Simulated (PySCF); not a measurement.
C2H7Sb, SMILES C[CH2][SbH2].

Coordinates come from a B3LYP-D3(BJ)/def2-SVP optimisation. The def2 effective core potentials stand for the cores of Sb; spin–orbit coupling is left out.

The numbers are results of CAM-B3LYP/def2-TZVPD (PySCF), not measurements.

Isolated molecule, no solvent.

Question: Estimate the frontier levels, gap, dipole moment and polarisability. (An estimate is asked for; the answer gives what the named calculation found.)

Answer: 
* **highest occupied level**: -8.19 eV
* **lowest empty level**: 0.38 eV
* **orbital gap**: 8.56 eV
* **dipole moment**: 0.79 D
* **quadrupole, principal values (traceless, Buckingham form, about the centre of nuclear charge)**: -2.11, 1.01, 1.10 D·Å
* **mean static polarisability**: 73.1 bohr³ (10.83 Å³)
* **polarisability, principal values**: 64.6, 68.1, 86.5 bohr³
